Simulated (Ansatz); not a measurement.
**What each rung costs, and what it gives**

Saddle point of BH$_{5}$SeO, singlet (BH₃O ([BH2][OH]) + H₂Se → BH₃Se ([BH2][SeH]) + H₂O (still joined by a long B–O bond); bonds formed: B1–Se6, O2–H5; bonds broken: H5–Se6; bonds weakened to dative contacts: B1–O2), PBE0-D4/def2-TZVP structure:

B1  (-0.133, -0.701, -0.270)
O2  (0.189, 0.499, -1.123)
H3  (0.792, -1.441, -0.113)
H4  (-1.235, -1.147, -0.428)
H5  (0.045, 1.108, 0.092)
Se6  (-0.272, 0.518, 1.609)
H7  (-0.544, 0.721, -1.705)
H8  (1.157, 0.442, 1.937)
(Å)

Barriers are electronic and count from the start structure reached by relaxing down the imaginary mode.

Program: Ansatz 0.2.0. Basis: as named in each row. Cores are frozen in the correlated methods. Filled d shells of the heavier atoms are correlated. The def2 sets are not built for correlating such inner shells, so the correlated values are less sure here. B3LYP uses VWN-RPA correlation. Extrapolation: Hartree–Fock as exp(−7.88 √X), correlation as X^−2.97.

Times are rough, for one single point on 4 threads of a shared host (Intel Xeon).

The estimate by CCSD(T) at an estimated basis limit (MP2 extrapolated from triple and quadruple zeta, plus CCSD(T) − MP2 in triple zeta) is 95.6 kJ/mol.

```tsv
method	basis	time (s)	barrier (kJ/mol)	method less estimate
HF	STO-3G	under 1	117.0	21.4
SPW92	def2-SVP	under 1	22.0	-73.6
PBE-D4	STO-3G	under 1	0.9	-94.7
B3LYP-D4	6-31G	2	82.7	-12.9
PBE-D4	def2-SVP	2	57.0	-38.6
PBE0-D4	def2-SVP	2	72.5	-23.1
SPW92	def2-TZVPP	2	30.6	-65.0
BLYP-D4	def2-TZVPP	3	89.4	-6.2
PBE-D4	def2-TZVPP	3	63.3	-32.3
BHLYP-D4	def2-TZVPP	4	116.9	21.3
PBE0-D4	def2-TZVPP	4	77.2	-18.4
B3LYP-D4	def2-TZVPP	5	98.5	2.9
r2SCAN-D4	def2-TZVPP	5	76.5	-19.1
CAM-B3LYP-D4	def2-TZVPP	6	102.4	6.8
wB97M-V	def2-SVP	6	90.4	-5.2
CCSD(T)	def2-SVP	6	111.2	15.6
r2SCAN0-D4	def2-TZVPP	6	85.5	-10.1
B2PLYP	def2-TZVPP	7	99.5	3.9
RPA on PBE	def2-TZVPP	7	97.4	1.8
PBE-QIDH	def2-TZVPP	8	85.9	-9.7
B97M-V	def2-TZVPP	8	100.2	4.6
wB97M-V	def2-TZVPP	10	97.5	1.9
wB97X-V	def2-TZVPP	10	98.9	3.3
MP2	def2-QZVPP	28	85.6	-10.0
CCSD(T)	def2-TZVPP	55	97.5	1.9
```

All methods are single points on the PBE0-D4 structures.

No T1 diagnostic of these runs exceeds 0.012.

Labels in which every atom is bracketed show which atoms are joined, not bond orders.
